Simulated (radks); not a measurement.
Re+, 74 electrons, occupied as [Xe] 4f14 5d4.75 6s1 6p0.25 (fractional occupations, a model configuration).

Calculated with a radial shooting solver on a logarithmic mesh with Libxc functionals: Dirac Kohn-Sham, LDA (Slater exchange, Perdew-Wang correlation), spin-unpolarised, spherical densities, finite nucleus; open shells fill j = l - 1/2 first; Fermi nuclear charge, rms radius 5.3698 fm.

Energy parts (hartree):
| part | energy |
|---|---|
| total | -16704.9764 |
| kinetic | 18876.1266 |
| electron-nucleus | -41768.5145 |
| Hartree | 6510.3105 |
| exchange-correlation | -322.8991 |

Orbitals (lengths in bohr, moments of r in powers of bohr; r(90%) holds 90 % of the orbital's charge):
orbital  occ.  eigenvalue (hartree)      <r>  r(90%)       <r^4>    <1/r>  small-component weight
1s1/2       2             -2626.876  0.01805  0.0329   5.475e-07    88.64                8.01e-02
2s1/2       2             -455.4620  0.07564   0.118  0.00008144    21.62                1.82e-02
2p1/2       2             -436.0775  0.06248   0.104  0.00004886    21.59                1.83e-02
2p3/2       4             -383.2308  0.07056   0.115  0.00007201    18.04                1.65e-02
3s1/2       2             -105.6590   0.1971   0.290    0.003003    7.934                6.00e-03
3p1/2       2             -96.96004   0.1871   0.282    0.002640    7.854                5.95e-03
3p3/2       4             -85.48685   0.2020   0.302    0.003517    6.932                5.43e-03
3d3/2       4             -70.78046   0.1765   0.275    0.002375    6.829                5.32e-03
3d5/2       6             -68.28762   0.1811   0.281    0.002592    6.613                5.17e-03
4s1/2       2             -22.26432   0.4408   0.633     0.07006    3.343                1.99e-03
4p1/2       2             -18.63149   0.4451   0.648     0.07610    3.234                1.91e-03
4p3/2       4             -15.94585   0.4788   0.696      0.1015    2.911                1.70e-03
4d3/2       4              -9.95920   0.4936   0.740      0.1286    2.699                1.50e-03
4d5/2       6              -9.46289   0.5051   0.757      0.1408    2.623                1.45e-03
5s1/2       2              -3.44095    1.036    1.49       2.142    1.308                4.59e-04
5p1/2       2              -2.33778    1.136    1.66       3.274    1.179                3.81e-04
5p3/2       4              -1.93020    1.239    1.81       4.678    1.064                3.24e-04
4f5/2       6              -1.91872   0.5762   0.947      0.3893    2.180                1.05e-03
4f7/2       8              -1.82628   0.5850   0.963      0.4175    2.149                1.03e-03
5d3/2       4              -0.52377    1.803    2.82       28.03   0.7276                1.55e-04
6s1/2       1              -0.48916    2.836    4.13       124.8   0.4477                6.31e-05
5d5/2    0.75              -0.48906    1.871    2.94       32.77   0.6998                1.44e-04
6p1/2    0.25              -0.29763    3.512    5.18       305.8   0.3579                4.02e-05
6p3/2       0              -0.26346    3.817    5.61       421.8   0.3276                3.44e-05
7s1/2       0              -0.12649    6.928    9.96        4240   0.1845                1.36e-05
6d3/2       0              -0.08848    6.902    10.4        4881   0.1846                1.29e-05
6d5/2       0              -0.08620    7.068    10.6        5355   0.1809                1.26e-05
7p1/2       0              -0.08341    8.913    12.9       11860   0.1441                8.63e-06
7p3/2       0              -0.07707    9.562    13.8       15580   0.1339                7.57e-06
5f5/2       0              -0.03634    13.40    20.7       73270  0.08955                1.81e-06
5f7/2       0              -0.03633    13.40    20.7       73340  0.08951                1.81e-06

The highest occupied level is 6p1/2 at -8.099 eV. The density falls to 0.001 e/bohr^3 at r = 4.32 bohr. Summed over all electrons, <r^2> = 54.94 bohr^2, which gives a Langevin (diamagnetic) susceptibility term of -43.5 x 10^-6 cm^3/mol. The electron density at the nucleus is 1.54e+06 e/bohr^3.
